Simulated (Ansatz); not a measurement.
Species: aminoborane, sum formula BNH₄, charge 0, multiplicity 1. 
Geometry from a B3LYP-D3(BJ)/def2-TZVP (Ansatz, a quantum-chemistry and plane-wave program) optimisation:
```xyz
6

B     -0.7766     0.0323    -0.0041
N      0.6098    -0.0254     0.0032
H     -1.3984    -0.9854    -0.0254
H     -1.3119     1.0982     0.0110
H      1.1972     0.7922     0.0209
H      1.1274    -0.8889    -0.0085
```
Charge 0, spin multiplicity 1.

Computed values are from Ansatz. Correlated levels leave the core frozen unless marked. UHF or UKS for open shells. Spin-orbit coupling is left out. Non-relativistic. Basis-set limits of correlation are two-point, X^-3; Hartree-Fock from the larger set. [CCSD(T)-MP2]/basis is that difference in the basis named.

| Quantity | Value |
|---|---|
| atomisation energy De | 2091.0 kJ/mol at CCSD(T)/CBS(def2-TZVPPD,def2-QZVPPD) |
| vertical ionisation energy (to the doublet) | 11.44 eV at RI-MP2/CBS(aug-cc-pVTZ,aug-cc-pVQZ)+[CCSD(T)-MP2]/aug-cc-pVTZ |
| vertical triplet-singlet gap | 6.52 eV at RI-MP2/CBS(aug-cc-pVTZ,aug-cc-pVQZ)+[CCSD(T)-MP2]/aug-cc-pVTZ |
| total energy | -81.9288 Eh at CCSD(T)/CBS(def2-TZVPPD,def2-QZVPPD) |
| dipole moment | 1.92 D at CCSD(T)/aug-cc-pVDZ |
| T1 diagnostic | 0.012 at CCSD/def2-QZVPPD |
